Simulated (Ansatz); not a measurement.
One geometry of Ge(vinyl)2(NMe2)2 (C₈H₁₈GeN₂), several levels of theory.

```yaml
crystal:
  periodic: [false, false, false]
  atoms:
    - {symbol: Ge, position_ang: [0.398577, -0.010502, 0.307714]}
    - {symbol: C, position_ang: [0.322693, -0.149506, 2.263467]}
    - {symbol: C, position_ang: [0.976766, 0.683996, 3.094668]}
    - {symbol: H, position_ang: [-0.264085, -0.980867, 2.697662]}
    - {symbol: H, position_ang: [1.577796, 1.533737, 2.723478]}
    - {symbol: H, position_ang: [0.941497, 0.566237, 4.192992]}
    - {symbol: C, position_ang: [2.236827, 0.004250, -0.349832]}
    - {symbol: C, position_ang: [2.581736, -0.550924, -1.527046]}
    - {symbol: H, position_ang: [3.007137, 0.504830, 0.264524]}
    - {symbol: H, position_ang: [1.829330, -1.062288, -2.153420]}
    - {symbol: H, position_ang: [3.617082, -0.527862, -1.910812]}
    - {symbol: N, position_ang: [-0.426586, 1.568217, -0.190844]}
    - {symbol: C, position_ang: [-1.515962, 2.141387, 0.567502]}
    - {symbol: C, position_ang: [-0.340728, 2.018748, -1.562636]}
    - {symbol: H, position_ang: [-1.445990, 3.255537, 0.584199]}
    - {symbol: H, position_ang: [-1.486112, 1.792595, 1.619100]}
    - {symbol: H, position_ang: [-2.528382, 1.890902, 0.155477]}
    - {symbol: H, position_ang: [0.557221, 1.596569, -2.057433]}
    - {symbol: H, position_ang: [-1.231147, 1.735390, -2.182111]}
    - {symbol: H, position_ang: [-0.256189, 3.130896, -1.611263]}
    - {symbol: N, position_ang: [-0.441577, -1.443902, -0.549796]}
    - {symbol: C, position_ang: [0.037249, -2.785330, -0.288359]}
    - {symbol: C, position_ang: [-1.866435, -1.367074, -0.792479]}
    - {symbol: H, position_ang: [-0.430779, -3.265765, 0.611701]}
    - {symbol: H, position_ang: [1.136011, -2.785867, -0.135068]}
    - {symbol: H, position_ang: [-0.174680, -3.459251, -1.152659]}
    - {symbol: H, position_ang: [-2.170310, -0.317226, -0.976952]}
    - {symbol: H, position_ang: [-2.147936, -1.960206, -1.695159]}
    - {symbol: H, position_ang: [-2.493044, -1.756730, 0.053405]}
basis:
  gaussian: {orbitals: def2-TZVP, fitting: {mean_field: def2-universal-jkfit}, initial_orbitals: start.molden}
hamiltonian: {xc: r2scan, dispersion: d4}
scf: {omitted_lower_state_checks: [starts]}
output: {orbitals: {seedname: orbitals}}
```

The file start.molden holds the orbitals of an earlier run on this structure, at another level or in another basis.

```sh
$ ansatz run in.yaml --threads 2 --pin off --events-out ev --progress --plain --max-ram 32768MiB --backend cuda --devices 0, --max-vram 18GiB
```

Output, abridged:

```
Functional definition: r2SCAN
1344 factors; integrals over basis functions are off by at most 4.0e-1 eV
mean field evaluation 1: about -68083.4326 eV, gradient 8.6e0 eV
mean field evaluation 2: about -68083.5258 eV, gradient 1.0e-1 eV
mean field evaluation 4: about -68083.5404 eV, gradient 2.0e-4 eV
mean field -68083.54039723 eV, -2502.0239609169 hartree, gradient 1.5e-5 eV, S^2 0.000000; 0 other end points of the search recorded, 0 dependent functions left out
reference -68083.54041629 eV, -2502.0239616173 hartree; 56, 56 occupied and 410, 410 virtual orbitals, 1344 factors
Total energy: -68083.79691935 eV, -2502.0333879312 hartree
Checks for a lower state left out: starts
```

Run time 7.5 s (2 threads of AMD EPYC 7R13 on a shared host and a share (18 GiB) of an NVIDIA H100 80GB HBM3), peak host memory 0.99 GiB.

The first input with `gaussian: {orbitals: def2-SVP, initial_orbitals: start.molden}`, `correlation: {method: ccsd_t}` and without the key `hamiltonian` (abridged; 16 s):

```
Functional definition: HF
mean field -67948.42849620 eV, -2497.0586901363 hartree, gradient 2.1e-6 eV, S^2 0.000000; unrestricted orbitals would lower it
19 core orbitals not correlated: weight in the atoms' cores, before any rotation towards them, 1.000 or more for the frozen orbitals, at most 0.000 for the correlated occupied ones
second order -45.81631132 eV of doubles, -0.00000000 eV of singles
cycle   1  -47.21064738 eV  change    -1.4e0 eV  update   1.5e-1
cycle   2  -48.56691757 eV  change    -1.4e0 eV  update   4.7e-2
cycle   3  -48.83789869 eV  change   -2.7e-1 eV  update   2.3e-2
cycle   4  -48.83546707 eV  change    2.4e-3 eV  update   6.1e-3
cycle   5  -48.83834797 eV  change   -2.9e-3 eV  update   2.8e-3
cycle   6  -48.83893976 eV  change   -5.9e-4 eV  update   7.6e-4
cycle   7  -48.83856202 eV  change    3.8e-4 eV  update   3.5e-4
cycle   8  -48.83855177 eV  change    1.0e-5 eV  update   1.2e-4
cycle   9  -48.83854133 eV  change    1.0e-5 eV  update   6.0e-5
perturbative correction -1.68464064 eV, -0.0619094018 hartree
Total energy: -67998.95167817 eV, -2498.9153828279 hartree
Checks for a lower state left out: starts
```

Geometry: PBE-D4/def2-SVP.

Correlated methods freeze 19 core orbitals; core or outer-core shells of Ge are correlated, in sets that lack core-valence functions. Single mean-field runs in def2-TZVP are fitted with def2-universal-jkfit. At CCSD(T)/def2-SVP the restricted singlet (for correlated methods, its reference) is unstable: a solution with broken spin symmetry lies lower.
